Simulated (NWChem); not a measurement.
System: InSiH5; SMILES [InH2][SiH3]

Output (shortened):

```
             Northwest Computational Chemistry Package (NWChem) 7.3.0
             --------------------------------------------------------

 C1  symmetry detected

                             Geometry "geometry" -> ""
                             -------------------------

 Output coordinates in angstroms (scale by  1.889725989 to convert to a.u.)

  No.       Tag          Charge          X              Y              Z
 ---- ---------------- ---------- -------------- -------------- --------------
    1 In                  49.0000    -0.00080404     0.64514838     0.00065629
    2 H                    1.0000     1.50680794     1.51241610    -0.00707633
    3 H                    1.0000    -1.48329692     1.55374232    -0.00659839
    4 Si                  14.0000    -0.00215510    -1.94375553     0.00094344
    5 H                    1.0000     0.50194994    -2.45397049    -1.31595143
    6 H                    1.0000    -1.36268746    -2.52772817     0.22166215
    7 H                    1.0000     0.90679569    -2.48415308     1.06259749

 Effective nuclear repulsion energy (a.u.)     213.0093966547

                                 NWChem DFT Module
                                 -----------------

 Summary of "ao basis" -> "ao basis" (spherical)
 ------------------------------------------------------------------------------
       Tag                 Description            Shells   Functions and Types
 ---------------- ------------------------------  ------  ---------------------
 In                         def2-svp                10       26   4s4p2d
 H                          def2-svp                 3        5   2s1p
 Si                         def2-svp                 8       18   4s3p1d

            General Information
            -------------------
          SCF calculation type: DFT
          Wavefunction type:  closed shell.
          No. of atoms     :     7
          No. of electrons :    40
           Alpha electrons :    20
            Beta electrons :    20
          Charge           :     0
          Spin multiplicity:     1
          Use of symmetry is: off; symmetry adaption is: off
          Maximum number of iterations: 150
          AO basis - number of functions:    69
                     number of shells:    33
          Convergence on energy requested:  1.00D-06
          Convergence on density requested:  1.00D-05
          Convergence on gradient requested:  5.00D-04

              XC Information
              --------------
                         B3LYP Method XC Potential
                     Hartree-Fock (Exact) Exchange  0.200
                        Slater Exchange Functional  0.800 local
                    Becke 1988 Exchange Functional  0.720 non-local
              Lee-Yang-Parr Correlation Functional  0.810
                  VWN I RPA Correlation Functional  0.190 local

             Grid Information
             ----------------
          Grid used for XC integration:  medium
          Radial quadrature: Mura-Knowles
          Angular quadrature: Lebedev.
          Tag              B.-S. Rad. Rad. Pts. Rad. Cut. Ang. Pts.
          ---              ---------- --------- --------- ---------
          In                  1.55      123          10.0       590
          H                   0.35       45          12.0       434
          Si                  1.10       88          11.0       590
          Grid pruning is: on
          Number of quadrature shells:   436
          Spatial weights used:  Erf1

      Superposition of Atomic Density Guess
      -------------------------------------

 Sum of atomic energies:        -509.28524127

      Non-variational initial energy
      ------------------------------

 Total energy =    -480.774920
 1-e energy   =    -942.644731
 2-e energy   =     358.984766
 HOMO         =      -0.264979
 LUMO         =      -0.027924

     ---------------------------------------------
      Total Density - Mulliken Population Analysis
     ---------------------------------------------

    Atom       Charge   Shell Charges
 -----------   ------   -------------------------------------------------------
    1 In  21    20.40   2.60 -0.60  0.84  0.44  3.23  2.77  0.79  0.32  9.69  0.34
    2 H    1     1.22   0.68  0.53  0.01
    3 H    1     1.22   0.68  0.53  0.01
    4 Si  14    13.97   2.00  1.99  1.04  0.32  5.94  1.16  1.44  0.08
    5 H    1     1.06   0.69  0.36  0.01
    6 H    1     1.07   0.69  0.36  0.01
    7 H    1     1.06   0.69  0.36  0.01

   convergence    iter        energy       DeltaE   RMS-Dens  Diis-err
 ---------------- ----- ----------------- --------- --------- ---------
 d= 0,ls=0.0,diis     1   -482.5668952817 -5.85D+02  1.07D-02  1.13D-01
 d= 0,ls=0.0,diis     2   -482.5867599140 -1.99D-02  3.25D-03  1.18D-02
 d= 0,ls=0.0,diis     3   -482.5888244249 -2.06D-03  1.06D-03  4.55D-03
 d= 0,ls=0.0,diis     4   -482.5896390681 -8.15D-04  7.63D-05  8.53D-06
 d= 0,ls=0.0,diis     5   -482.5896404372 -1.37D-06  2.25D-05  9.78D-07
 d= 0,ls=0.0,diis     6   -482.5896406495 -2.12D-07  5.51D-06  6.95D-08

         Total DFT energy =     -482.589640649509
      One electron energy =     -943.735157542928
           Coulomb energy =      397.778224989565
    Exchange-Corr. energy =      -39.517753805678
 Nuclear repulsion energy =      102.885045709531

 Numeric. integr. density =       39.999981211394

                       DFT Final Molecular Orbital Analysis
                       ------------------------------------

 Vector   18  Occ=2.000000D+00  E=-3.484746D-01
              MO Center= -3.9D-01, -2.2D+00,  2.3D-01, r^2= 2.5D+00
   Bfn.  Coefficient  Atom+Function         Bfn.  Coefficient  Atom+Function
  ----- ------------  ---------------      ----- ------------  ---------------
    60      0.364098  6 H  s                 44     -0.292842  4 Si px
    65     -0.240690  7 H  s                 47     -0.219033  4 Si px
    61      0.194206  6 H  s                 41      0.167688  4 Si px
    66     -0.130988  7 H  s                 55     -0.123431  5 H  s
    56     -0.068124  5 H  s                 11     -0.062219  1 In px

 Vector   19  Occ=2.000000D+00  E=-2.904072D-01
              MO Center= -5.4D-03,  1.2D+00,  2.8D-03, r^2= 3.5D+00
   Bfn.  Coefficient  Atom+Function         Bfn.  Coefficient  Atom+Function
  ----- ------------  ---------------      ----- ------------  ---------------
    11      0.338885  1 In px                27      0.311410  2 H  s
    32     -0.312122  3 H  s                 28      0.210244  2 H  s
    33     -0.210519  3 H  s                 17     -0.154335  1 In d -2
    14      0.120259  1 In px                 8     -0.115426  1 In px
     5     -0.107148  1 In px                60      0.073695  6 H  s

 Vector   20  Occ=2.000000D+00  E=-2.624772D-01
              MO Center=  2.0D-03, -4.7D-01,  7.1D-04, r^2= 4.2D+00
   Bfn.  Coefficient  Atom+Function         Bfn.  Coefficient  Atom+Function
  ----- ------------  ---------------      ----- ------------  ---------------
    12      0.361654  1 In py                45     -0.285666  4 Si py
    48     -0.272260  4 Si py                27      0.166337  2 H  s
    32      0.164162  3 H  s                 42      0.157708  4 Si py
    39     -0.147310  4 Si s                 28      0.126329  2 H  s
    33      0.125710  3 H  s                  9     -0.114531  1 In py

 Vector   21  Occ=0.000000D+00  E=-8.671416D-02
              MO Center= -6.6D-03,  4.6D-01,  9.3D-03, r^2= 4.6D+00
   Bfn.  Coefficient  Atom+Function         Bfn.  Coefficient  Atom+Function
  ----- ------------  ---------------      ----- ------------  ---------------
    16      0.558151  1 In pz                13      0.527019  1 In pz
    56      0.193262  5 H  s                 66     -0.161010  7 H  s
    10     -0.147761  1 In pz                 7     -0.137069  1 In pz
    49      0.131810  4 Si pz                55      0.092546  5 H  s
    65     -0.075123  7 H  s                 51      0.064153  4 Si d -1

 Vector   22  Occ=0.000000D+00  E=-3.493654D-03
              MO Center= -6.8D-03, -1.4D-02, -5.4D-03, r^2= 6.0D+00
   Bfn.  Coefficient  Atom+Function         Bfn.  Coefficient  Atom+Function
  ----- ------------  ---------------      ----- ------------  ---------------
     4      1.221073  1 In s                 40     -0.934538  4 Si s
    48     -0.654992  4 Si py                 3      0.549244  1 In s
    15     -0.518398  1 In py                33     -0.507395  3 H  s
    28     -0.500875  2 H  s                 39     -0.416795  4 Si s
     1     -0.306420  1 In s                 38     -0.221305  4 Si s

 Vector   23  Occ=0.000000D+00  E= 2.110482D-02
              MO Center=  6.4D-02, -9.8D-01, -4.4D-02, r^2= 5.3D+00
   Bfn.  Coefficient  Atom+Function         Bfn.  Coefficient  Atom+Function
  ----- ------------  ---------------      ----- ------------  ---------------
    47      0.900135  4 Si px                61      0.827025  6 H  s
    14      0.642196  1 In px                33      0.539253  3 H  s
    66     -0.496664  7 H  s                 28     -0.470367  2 H  s
    56     -0.263234  5 H  s                 11      0.238985  1 In px
    60      0.189492  6 H  s                 17      0.167590  1 In d -2

     ---------------------------------------------
      Total Density - Mulliken Population Analysis
     ---------------------------------------------

    Atom       Charge   Shell Charges
 -----------   ------   -------------------------------------------------------
    1 In  21    20.74   2.60 -0.60  1.00  0.29  3.22  2.79  1.08  0.32  9.61  0.42
    2 H    1     1.11   0.68  0.42  0.01
    3 H    1     1.11   0.68  0.42  0.01
    4 Si  14    13.81   2.00  1.98  1.08  0.21  5.93  1.30  1.20  0.11
    5 H    1     1.08   0.73  0.34  0.01
    6 H    1     1.08   0.74  0.33  0.01
    7 H    1     1.08   0.73  0.34  0.01

     -------------------------------------------
      Total Density - Lowdin Population Analysis
     -------------------------------------------

    Atom       Charge   Shell Charges
 -----------   ------   -------------------------------------------------------
    1 In  21    20.77   1.39  0.55  0.71  0.45  3.03  2.85  1.11  0.58  9.33  0.76
    2 H    1     1.11   0.59  0.49  0.02
    3 H    1     1.11   0.59  0.49  0.02
    4 Si  14    13.76   2.00  1.94  0.70  0.37  5.82  1.31  1.46  0.18
    5 H    1     1.08   0.64  0.42  0.02
    6 H    1     1.09   0.64  0.42  0.02
    7 H    1     1.08   0.64  0.42  0.02

     Multipole analysis of the density
     ---------------------------------

     L   x y z        total         alpha         beta         nuclear
     -   - - -        -----         -----         ----         -------
     0   0 0 0      0.000000    -20.000000    -20.000000     40.000000

     1   1 0 0     -0.010422     -0.026483     -0.026483      0.042544
     1   0 1 0      0.055699     17.096001     17.096001    -34.136303
     1   0 0 1      0.008202      0.021464      0.021464     -0.034726

     2   2 0 0    -32.775731    -29.604139    -29.604139     26.432546
     2   1 1 0      0.003673      0.033752      0.033752     -0.063830
     2   1 0 1      0.002159      0.000997      0.000997      0.000164
     2   0 2 0    -33.826731   -168.539074   -168.539074    303.251417
     2   0 1 1      0.025031      0.027491      0.027491     -0.029951
     2   0 0 2    -27.918110    -19.155116    -19.155116     10.392121
```

Level: B3LYP/def2-SVP with def2 effective core potentials on In. Coordinates come from a PBE0/def2-SVP optimisation. def2 effective core potentials on In; no spin-orbit coupling.

Task: Which NWChem input produces such a log?

Result: Several could match; the one computed here: the input that was run:
```
start job
memory heap 200 mb stack 900 mb global 1100 mb
geometry units angstroms noautoz
  In    -0.010766     0.697095     0.002667
  H      1.498330     1.561763    -0.006579
  H     -1.491699     1.608180    -0.009261
  Si    -0.016533    -1.891786     0.012009
  H      0.488021    -2.407464    -1.302584
  H     -1.378280    -2.472666     0.233397
  H      0.890430    -2.430011     1.076463
end
basis spherical
  * library def2-svp
end
ecp
  In library def2-ecp
end
dft
  xc b3lyp
  iterations 150
  mulliken
end
task dft energy
```
